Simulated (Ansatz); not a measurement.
Basis-set extrapolation for C₂H₆OSi, SMILES `CO[Si]C` (PBE0-D4/def2-TZVP geometry, frozen core, Ansatz 0.2.0). Multiplicity 1, RHF reference.

```csv
,def2-TZVPP,def2-QZVPP
HF,-443.090068,-443.106663
MP2 correlation,-0.693202,-0.742399
CCSD(T) correlation,-0.762592,not run
```

Energies in hartree. Use E(X) = E(∞) + A·exp(−7.88·√X) for Hartree–Fock and E(X) = E(∞) + B·X^(−2.97) for correlation, with X = 3 and 4, and add CCSD(T) minus MP2 of the smaller set to the MP2 limit.

Task: What is the CCSD(T) energy at the basis-set limit?

Result: HF limit: -443.106663 + (-0.016595) × 0.13774 = -443.10895. MP2 limit: -0.742399 + (-0.049197) × 0.74074 = -0.77884. Higher-order term: -0.762592 − (-0.693202) = -0.06939. Total: -443.95718 hartree, 65.6 kcal/mol below CCSD(T)/def2-TZVPP.
